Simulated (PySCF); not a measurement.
## Tc³⁹⁺: ionisation energy

Tc³⁹⁺ [He] 2s2 → Tc⁴⁰⁺ [He] 2s1 [2s1/2^1, M_J = 1/2], as a difference of total energies. Calculation: PySCF 2.14, in an even-tempered Gaussian basis (17 s from 18 bohr⁻², ratio 2.4; 12 p from 24 bohr⁻², ratio 2.4; 5 d from 75 bohr⁻², ratio 2.6; 4 f from 110 bohr⁻², ratio 2.6); the two-component X2C-1e Hamiltonian. Correlated levels: nothing frozen; the 32 highest virtual spinors dropped. "Screened" scales the spin-orbit matrix elements by Boettger's factors to mimic the two-electron term; Breit and QED terms are absent.

```csv
method,ionisation energy (eV)
GMP2 (spin-free),5841.1
GHF (screened spin-orbit),5835.3
GMP2 (screened spin-orbit),5841.3
```

Question: How much does correlation contribute at GMP2 (screened spin-orbit)?

Answer: 5841.3 − (5835.3) = 6.0 eV, measured against GHF (screened spin-orbit).

For this ion Breit and QED terms and the two-electron picture change, all absent here, outweigh the correlation shift from GHF to GMP2.

For comparison: 5838 ± 6 eV (semi-empirical (NIST evaluation); NIST Atomic Spectra Database, ionization energies).
